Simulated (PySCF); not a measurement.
A PySCF script (with the pyscf-properties extension) for the NMR shieldings of `C[O][AlH][C@@H]1BCC=C1`, C5H10AlBO, on a GFN2-xTB geometry:

```python
import basis_set_exchange as bse
import numpy as np
from pyscf import gto, dft
from pyscf.prop import nmr

atoms = """
C     2.742076    0.892968   -0.339515
O     1.833519   -0.167352   -0.424101
Al    0.755729   -1.406072   -0.519348
C    -1.184572   -1.331211    0.218866
B    -1.484058   -0.833230   -1.199121
C    -1.535651    0.754491   -1.053312
C    -1.375124    0.987456    0.414542
C    -1.209029   -0.149174    1.098484
H     2.213826    1.822201   -0.115290
H     3.274673    1.003601   -1.286998
H     3.467416    0.697172    0.453466
H     1.335510   -2.733076   -1.016921
H    -1.413536   -2.301011    0.658560
H    -1.708498   -1.462057   -2.164525
H    -0.731592    1.262390   -1.600921
H    -2.458786    1.210045   -1.419521
H    -1.418357    1.975385    0.846378
H    -1.112305   -0.216208    2.172859
"""
names = dict.fromkeys(["C", "O", "Al", "B", "H"], "pcSseg-1")
basis = {el: gto.basis.parse(bse.get_basis(n, elements=[el], fmt="nwchem")) for el, n in names.items()}
mol = gto.M(atom=atoms, basis=basis, charge=0, verbose=0)
mf = dft.RKS(mol, xc="PBE0")
mf.grids.level = 2
mf.grids.alignment = dft.numint.BLKSIZE   # the property module wants whole blocks of grid points
mf.conv_tol = 1e-9
mf.kernel()

calc = nmr.RKS(mf)   # GIAO
C = mf.mo_coeff
Co = C[:, mf.mo_occ > 0]
resp = mf.gen_response(singlet=True, hermi=2)
def vind(x):   # induced exchange potential for any number of trial vectors
    d = np.einsum("pi,xij,qj->xpq", C, 2 * x.reshape(-1, C.shape[1], Co.shape[1]), Co, optimize=True)
    return np.einsum("xpq,pi,qj->xij", resp(d - d.transpose(0, 2, 1)), C, Co, optimize=True).ravel()
mo1, _ = nmr.rhf.solve_mo1(calc, with_cphf=vind)
sigma = calc.kernel(mo1)
for i, s in enumerate(sigma):   # ppm
    w = np.linalg.eigvalsh((s + s.T) / 2)
    print("%2d %-2s iso %8.1f  s11 %8.1f  s22 %8.1f  s33 %8.1f" % (i, mol.atom_pure_symbol(i), w.mean(), *w))
```

Q: What are the results?

A: 
```
 0 C  iso    128.7  s11    100.6  s22    102.3  s33    183.2
 1 O  iso    266.0  s11    196.1  s22    234.0  s33    367.9
 2 Al iso    383.6  s11    265.0  s22    407.5  s33    478.2
 3 C  iso     71.9  s11    -38.2  s22     90.2  s33    163.9
 4 B  iso     33.6  s11    -33.5  s22      7.2  s33    127.1
 5 C  iso    144.8  s11    121.8  s22    148.5  s33    164.0
 6 C  iso     40.3  s11    -65.2  s22     34.6  s33    151.4
 7 C  iso     45.2  s11    -63.8  s22     54.3  s33    145.1
 8 H  iso     27.6  s11     22.7  s22     26.7  s33     33.2
 9 H  iso     27.6  s11     23.6  s22     25.0  s33     34.1
10 H  iso     27.5  s11     23.4  s22     25.1  s33     34.1
11 H  iso     27.2  s11     23.5  s22     24.4  s33     33.8
12 H  iso     25.6  s11     23.6  s22     24.9  s33     28.5
13 H  iso     24.1  s11     19.8  s22     25.6  s33     27.0
14 H  iso     29.4  s11     25.8  s22     27.9  s33     34.4
15 H  iso     29.1  s11     23.8  s22     27.3  s33     36.1
16 H  iso     24.9  s11     23.9  s22     24.6  s33     26.3
17 H  iso     24.9  s11     23.4  s22     24.7  s33     26.6
```

These numbers come from an equivalent density-fitted implementation of the same equations, which agrees with the script to about 0.01 ppm for H and up to a few tenths of a ppm for heavy atoms, so last digits may differ.

Size and cost of the density-fitted run: 193 basis functions, 82 s wall time on 1 thread of an Arm Neoverse N1, shared host; peak memory 0.86 GiB.
